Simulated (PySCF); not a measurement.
**A ladder of Hamiltonians for O⁶⁺ (oxygen, charge +6)**

Occupied: 1s1/2. Hartree-Fock calculated with PySCF 2.14 in an uncontracted even-tempered set (19 s from 0.18 bohr⁻², ratio 2.3; 12 p from 0.22 bohr⁻², ratio 2.3), Gaussian nucleus throughout. NR is non-relativistic, sf-X2C the spin-free one-electron X2C Hamiltonian, X2C adds the bare one-electron spin-orbit term, X2C-SNSO screens it by Boettger's factors, DC is four-component Dirac-Coulomb, and the Gaunt and Breit terms are added at first order (total energies over the DC spinors, levels after relaxing the spinors in that mean field). QED terms are absent. Levels marked empty are virtual spinors of this ion.

```csv
Hamiltonian,E (hartree),E − E(DC) (hartree),CPU seconds
NR,-59.1111,0.0486,0.17
sf-X2C,-59.1567,0.0030,0.09
X2C,-59.1567,0.0030,0.09
X2C-SNSO,-59.1567,0.0030,0.09
DC,-59.1598,0.0000,1.4
DC+Gaunt,-59.1537,0.0060,3.2
DC+Breit,-59.1537,0.0060,32
```

```
   level (eV)       NR   sf-X2C      X2C  X2C-SNSO       DC  DC+Gaunt  DC+Breit
        1s1/2  -739.25  -739.75  -739.75   -739.75  -739.83   -739.68   -739.68
2s1/2 (empty)  -137.87  -137.99  -137.99   -137.99  -138.00   -137.98   -137.99
2p1/2 (empty)  -125.85  -125.88  -125.94   -125.94  -125.93   -125.91   -125.91
2p3/2 (empty)  -125.85  -125.88  -125.85   -125.85  -125.86   -125.85   -125.85
3s1/2 (empty)  -58.683  -58.722  -58.722   -58.722  -58.723   -58.720   -58.720
```

```csv
interval (eV),X2C,X2C-SNSO,DC,DC+Gaunt,DC+Breit
2p3/2 − 2p1/2,0.09474,0.08288,0.07447,0.06440,0.06440
```

Weight of the small component: 1s1/2 0.000788, 2s1/2 0.000138, 2p1/2 0.000131, 2p3/2 0.000131, 3s1/2 5.82e-05.

Koopmans' value for the highest occupied level at DC+Breit: 739.68 eV, against an ionisation energy of 739.33 eV (theoretical estimate listed by NIST; NIST Atomic Spectra Database, ionization energies); the former lacks relaxation, correlation, QED and recoil.

The whole ladder took 37 s of wall time on 1 thread of Intel(R) Xeon(R) 6975P-C (shared host), launched as `OMP_NUM_THREADS=1 python relrun2.py TASK.json OUT` (a driver that calls PySCF for each Hamiltonian).
